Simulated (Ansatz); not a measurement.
H3Sn, charge +1, singlet, at a GFN2-xTB geometry (such geometries of metal compounds can be far from the true shape) (all electrons, no relativity). Base run: PBE/STO-3G (Ansatz, a program for electronic structure).

Input for Ansatz:
Ansatz 0.2 input:
```yaml
crystal:
  periodic: [false, false, false]
  atoms:
    - {symbol: Sn, position_ang: [-0.00000000, 0.00000000, -0.00000000]}
    - {symbol: H, position_ang: [0.68972230, -0.46999010, 1.51996000]}
    - {symbol: H, position_ang: [-0.43484224, 1.65510719, -0.28003276]}
    - {symbol: H, position_ang: [-0.25488006, -1.18511710, -1.23992724]}
basis:
  gaussian:
    orbitals: STO-3G
hamiltonian:
  xc: pbe
total_charge: 1
```

Each row names what was changed in the base input (with any setting that the change needs).

```
change              basis functions       E (Eh)
------------------  ---------------  -----------
base                             30  -5966.24254
basis = def2-SV(P)                ?            ?
basis = 3-21G                    39  -6000.12524
basis = def2-SVP                  ?            ?
basis = def2-SVPD                 ?            ?
basis = def2-TZVP                68   -215.74790
basis = def2-TZVPD               83   -215.74804
basis = def2-TZVPP               92   -215.74846
basis = def2-QZVP               172   -215.75040
basis = def2-QZVPP              172   -215.75040
```

Question: Fill in the missing entries.

Answer: 
- basis = def2-SV(P), basis functions: 32
- basis = def2-SV(P), E (Eh): -215.73357
- basis = def2-SVP, basis functions: 41
- basis = def2-SVP, E (Eh): -215.73776
- basis = def2-SVPD, basis functions: 56
- basis = def2-SVPD, E (Eh): -215.73832

Totals compare only among sets that treat the same electrons; sets with core potentials leave the core out.
